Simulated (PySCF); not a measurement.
Worked example: chemical shift, span and skew from a shielding tensor

C3H7BF2O, SMILES FB([C@@H](C)OC)F. Atoms are numbered in the order given.

```xyz
14

C      2.2448    -0.7049     1.0212
O      1.3337    -0.2875     0.0397
C      0.0008    -0.1210     0.4810
C     -0.7167    -1.4479     0.7825
B     -0.7851     0.7216    -0.5954
F     -2.0669     1.0005    -0.3986
F     -0.2370     1.1825    -1.7002
H      2.0483    -1.7319     1.3849
H      3.2477    -0.6875     0.5705
H      2.2420    -0.0264     1.8991
H     -0.0135     0.4900     1.4149
H     -0.2419    -1.9891     1.6148
H     -1.7658    -1.2636     1.0592
H     -0.6989    -2.1037    -0.1024
```
Charge 0, spin multiplicity 1.

Coordinates come from a B3LYP-D3(BJ)/def2-SVP optimisation. The structure was generated by enumeration; whether it is a known compound was not checked. One conformer was computed; it need not be the lowest.

GIAO shieldings from KT2/pcSseg-1 in PySCF, non-relativistic, no solvent. The symmetric part of the tensor of C3 has the principal values 83.3, 93.7, 169.2 ppm. The same nucleus in TMS has σ = 185.1 ppm at this level (PySCF, at its B3LYP-D3(BJ)/def2-TZVP geometry).

### Question
Work out the isotropic shielding, the ¹³C shift against TMS, the span and the skew.

### Answer

σ(iso) = (σ11 + σ22 + σ33)/3 = 115.4 ppm. δ = σ(ref) − σ(iso) = 185.1 − (115.4) = 69.7 ppm.
Span Ω = σ33 − σ11 = 85.9 ppm. Skew κ = 3(σ(iso) − σ22)/Ω = 0.76. Tumbling in solution averages the tensor to δ; in a static solid the shielding alone would spread this spin-1/2 line over Ω.
